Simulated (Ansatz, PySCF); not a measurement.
This PySCF input computes a BLYP/def2-TZVPD energy:

```python
from pyscf import gto, scf, dft

mol = gto.M(
    atom='''
    B     0.75463725    0.20854978    0.04226581
    N    -0.50761348   -0.14028287   -0.02843047
    H     1.87925560    0.51934666    0.10525356
    H    -1.28046013    0.52232676    0.05508646
    H    -0.81868737   -1.10244223   -0.17265575
    ''',
    basis='def2-tzvpd',
    charge=1,
    spin=0,
    verbose=4,
)

mf = dft.RKS(mol, xc='blyp').density_fit(auxbasis='def2-universal-jkfit')
mf.grids.level = 3
mf.conv_tol = 1e-9
mf.max_cycle = 100
mf.max_memory = 1500
mf.kernel()
if not mf.converged:
    mf = mf.newton()
    mf.kernel(mf.make_rdm1())
mf.analyze()
```

### Question
Write an input for the same energy in Ansatz (a quantum-chemistry and plane-wave program) and say what it gives.

### Answer

Ansatz 0.2 input:
```yaml
crystal:
  periodic: [false, false, false]
  atoms:
    - {symbol: B, position_ang: [0.75463725, 0.20854978, 0.04226581]}
    - {symbol: N, position_ang: [-0.50761348, -0.14028287, -0.02843047]}
    - {symbol: H, position_ang: [1.87925560, 0.51934666, 0.10525356]}
    - {symbol: H, position_ang: [-1.28046013, 0.52232676, 0.05508646]}
    - {symbol: H, position_ang: [-0.81868737, -1.10244223, -0.17265575]}
basis:
  gaussian:
    orbitals: def2-TZVPD
hamiltonian:
  xc: {name: BLYP}
total_charge: 1
output: {forces: true}
```
It gives -81.11002 Eh, and PySCF -81.11007 Eh, a difference of 0.05 mEh, from the treatment of integrals and grids.

It need not be the lowest isomer of its formula.
